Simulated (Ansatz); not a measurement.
Harmonic frequencies (cm⁻¹) at PBE0-D4/def2-TZVP from Ansatz: 419, 496, 510, 607, 675, 821, 1140, 1198, 1404, 1513, 3777, 3797.

Each molecule was computed in one conformer, which needn't be the lowest.

(1) Which molecule is it?
A. `OC(O)=S`
B. `BSB(O)Cl`
C. `O=CC(F)S`
D. `[CH2]1[AlH][Zn]1`

## Answers

(1) A.
